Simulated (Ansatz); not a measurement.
Gas-phase electronic energies from Ansatz, PBE0-D4/def2-TZVP geometries. CCSD(T)/CBS adds triple-zeta CCSD(T) − MP2 to the extrapolated MP2 energy (def2 sets, frozen cores). Functionals use def2-TZVPP. B3LYP here is the variant with VWN-RPA as its local correlation; programs differ in this. Elements past krypton have def2 core potentials. For In outer-core shells are correlated without core-valence functions, which leaves a few kJ/mol of doubt a bond. Each species was taken in one conformer, which may not be the lowest.

Consider the redistribution: `[CH3][In]([F])[O][SiH3]` + `F[Si](F)(Cl)O[SiH3]` → `[CH3][In]([F])[F]` + `F[Si](Cl)(O[SiH3])O[SiH3]`.

```
             level  ΔE (kJ/mol)  difference from CCSD(T)/CBS
            PBE-D4         -7.1                        -10.5
         r2SCAN-D4         -3.4                         -6.8
           PBE0-D4         -5.4                         -8.8
          B3LYP-D4         -9.1                        -12.5
           ωB97X-V         -4.9                         -8.3
           ωB97M-V         -3.6                         -7.0
            B2PLYP          0.5                         -2.9
               PBE         -3.1                         -6.5
            r2SCAN         -2.1                         -5.5
              PBE0         -1.7                         -5.1
             B3LYP         -2.7                         -6.1
     HF/def2-TZVPP         -1.6                         -5.0
    MP2/def2-TZVPP          6.5                          3.1
SCS-MP2/def2-TZVPP          5.4                          2.0
   CCSD/def2-TZVPP          4.4                          1.0
CCSD(T)/def2-TZVPP          4.9                          1.5
     HF/def2-QZVPP         -1.9                         -5.3
    MP2/def2-QZVPP          5.5                          2.1
SCS-MP2/def2-QZVPP          4.5                          1.1
      HF/CBS(def2)         -2.0                         -5.4
     MP2/CBS(def2)          5.0                          1.6
    CCSD/CBS(def2)          2.9                         -0.5
       CCSD(T)/CBS          3.4                            0
```

Largest T1 diagnostic among the species: 0.016.

In def2-TZVPP, CCSD(T) changes the Hartree–Fock value by +6.5 kJ/mol (the triples alone add +0.5 kJ/mol) and MP2 by +8.1 kJ/mol. The D4 term adds −6.4 kJ/mol with B3LYP and −3.7 kJ/mol with PBE0; it sums over pairs of atoms, weighted by their polarisabilities, and B3LYP, whose exchange is more repulsive, gets the larger term.
